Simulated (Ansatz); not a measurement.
`CCC(CC(CC(C)c1ccc(Cl)cc1)c1ccc(Cl)cc1)c1ccc(Cl)cc1` with charge -1. Charge -1, multiplicity 2. Geometry r2SCAN-D4/def2-SVP, that of the neutral singlet; atoms count from 1.

Cartesian coordinates in Å:
```
C 2.953 -1.883 -0.817
C 1.872 -0.942 -0.298
C 0.706 -0.741 -1.281
C -0.365 0.219 -0.728
C -1.026 -0.227 0.585
C -2.072 0.789 1.078
C -1.530 2.205 1.357
C -2.627 3.087 1.965
C -0.289 2.172 2.228
C 0.925 2.710 1.778
C 2.084 2.661 2.560
C 2.025 2.063 3.821
Cl 3.460 1.987 4.807
C 0.827 1.524 4.303
C -0.316 1.583 3.504
C -1.636 -1.610 0.479
C -2.590 -1.913 -0.507
C -3.161 -3.183 -0.601
C -2.776 -4.172 0.309
Cl -3.483 -5.762 0.200
C -1.833 -3.903 1.303
C -1.273 -2.624 1.378
C 1.172 -0.252 -2.638
C 0.858 -0.961 -3.807
C 1.262 -0.510 -5.067
C 1.995 0.674 -5.160
Cl 2.509 1.250 -6.725
C 2.327 1.405 -4.015
C 1.912 0.936 -2.767
H 2.528 -2.870 -1.071
H 3.739 -2.042 -0.062
H 3.433 -1.487 -1.727
H 2.310 0.042 -0.041
H 1.469 -1.343 0.649
H 0.230 -1.727 -1.438
H 0.103 1.207 -0.576
H -1.142 0.369 -1.499
H -0.243 -0.279 1.362
H -2.533 0.392 2.001
H -2.893 0.865 0.341
H -1.237 2.658 0.393
H -2.269 4.116 2.121
H -2.955 2.694 2.942
H -3.509 3.123 1.306
H 0.971 3.180 0.789
H 3.027 3.082 2.201
H 0.800 1.063 5.293
H -1.249 1.155 3.888
H -2.894 -1.146 -1.227
H -3.902 -3.414 -1.370
H -1.544 -4.687 2.006
H -0.534 -2.410 2.157
H 0.285 -1.891 -3.730
H 1.014 -1.070 -5.972
H 2.903 2.328 -4.109
H 2.180 1.510 -1.873
```

Single mean-field runs in def2-SVP are fitted with def2-universal-jkfit. The highest occupied level of the charge -1 doublet lies above zero (up to 1.55 eV). Energy differences disagree on whether the electron is bound (positive means bound): -0.42 eV (vertical, against the charge 0 singlet, at PBE0-D4/def2-SVP), but 0.09 eV at LDA (SPW92)/def2-SVP.

Q: Estimate the Mulliken populations of the heavy atoms from the PBE0/def2-SVP orbitals of Ansatz.

A: 
```
atom  charge (e)  spin (α − β)
  C1       -0.05          0.00
  C2       -0.07          0.00
  C3       -0.08          0.00
  C4        0.05          0.00
  C5       -0.08          0.01
  C6        0.06          0.00
  C7       -0.11          0.00
  C8        0.01          0.00
  C9       -0.03          0.00
 C10       -0.05          0.01
 C11       -0.04          0.20
 C12        0.01          0.00
Cl13       -0.16          0.00
 C14        0.00          0.02
 C15       -0.09          0.20
 C16       -0.01         -0.03
 C17       -0.08          0.15
 C18       -0.01          0.06
 C19        0.02         -0.03
Cl20       -0.16          0.00
 C21       -0.03          0.15
 C22       -0.06          0.05
 C23       -0.01         -0.04
 C24       -0.06          0.08
 C25       -0.02          0.10
 C26        0.01         -0.04
Cl27       -0.16          0.00
 C28       -0.01          0.07
 C29       -0.07          0.11
```
Mulliken values depend strongly on the basis.

Q: Where does the spin sit?

A: Summed by element: C 1.06, Cl 0.00, H -0.06, of 1 unpaired in all. Largest on single atoms: C15 0.20, C11 0.20, C17 0.15.

Q: And the Mayer bond orders between heavy atoms (over 0.3)?

A: C1–C2 1.10 (1.52 Å); C2–C3 1.04 (1.54 Å); C3–C4 1.05 (1.54 Å); C3–C23 1.00 (1.52 Å); C4–C5 1.04 (1.54 Å); C5–C6 1.06 (1.54 Å); C5–C16 1.00 (1.51 Å); C6–C7 1.04 (1.54 Å); C7–C8 1.07 (1.53 Å); C7–C9 1.00 (1.52 Å); C9–C10 1.47 (1.40 Å); C9–C15 1.29 (1.41 Å); C10–C11 1.28 (1.40 Å); C11–C12 1.33 (1.40 Å); C12–Cl13 0.92 (1.74 Å); C12–C14 1.44 (1.40 Å); C14–C15 1.30 (1.40 Å); C16–C17 1.33 (1.41 Å); C16–C22 1.45 (1.40 Å); C17–C18 1.30 (1.40 Å); C18–C19 1.42 (1.40 Å); C19–Cl20 0.93 (1.74 Å); C19–C21 1.36 (1.40 Å); C21–C22 1.28 (1.40 Å); C23–C24 1.43 (1.40 Å); C23–C29 1.36 (1.41 Å); C24–C25 1.28 (1.40 Å); C25–C26 1.39 (1.40 Å); C26–Cl27 0.93 (1.74 Å); C26–C28 1.40 (1.40 Å); C28–C29 1.31 (1.40 Å).
